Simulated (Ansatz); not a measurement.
One arrangement of a pair

The pair of Cl⁻ (SMILES [Cl-], atom 1) and CH₃Cl (SMILES CCl, atoms 2–6), both closed shells, in one local arrangement (a lower one may exist), relaxed at PBE0-D4/def2-TZVPD:

```tsv
atom	x (Å)	y (Å)	z (Å)
Cl1	-0.0060	-0.0015	-4.0974
C2	0.0014	0.0004	0.9550
Cl3	-0.0012	-0.0003	-0.8172
H4	1.0168	0.1603	1.3183
H5	-0.3671	-0.9583	1.3208
H6	-0.6439	0.7995	1.3205
```

Program: Ansatz 0.2.0. Basis: def2-TZVPPD, with def2-QZVPPD for the basis limit. Cores are frozen in the correlated methods. Extrapolation: Hartree–Fock as exp(−7.88 √X), correlation as X^−2.97. Interaction energies count from these two fragments, frozen as in the pair, with the counterpoise correction; negative means bound.

Question: What is the interaction energy by CCSD(T) at an estimated basis limit (MP2 extrapolated from triple and quadruple zeta, plus CCSD(T) − MP2 in triple zeta)? (Judge from chemistry; the value comes from the calculation.)

Answer: The calculation gives: 3.5 kJ/mol. Hartree–Fock alone gives 17.7 kJ/mol at the basis limit. Plain CCSD(T) in triple zeta gives 5.5 kJ/mol; the step to the limit is large here, so the limit is uncertain. It counts from the two fragments frozen as in the pair.

Question: Which atoms make the shortest contact between the fragments?

Answer: Cl1 and Cl3, 3.28 Å apart.

Basis-set superposition shift (counterpoise-corrected less uncorrected): CCSD(T) 2.2; MP2 2.1; HF 0.2; PBE0-D4 0.3; wB97M-V 0.3 kJ/mol.

T1 diagnostic: at most 0.009.

For scale, one of the runs: CCSD(T)/def2-TZVPPD, 190 basis functions, launched by `ansatz run in.yaml --threads 2 --pin off --events-out ev --progress --plain --max-ram 5222MiB`. Time: 17 s of wall clock on 2 CPU threads of an Arm Neoverse V2; the host was shared. Peak host memory: 1.3 GiB.
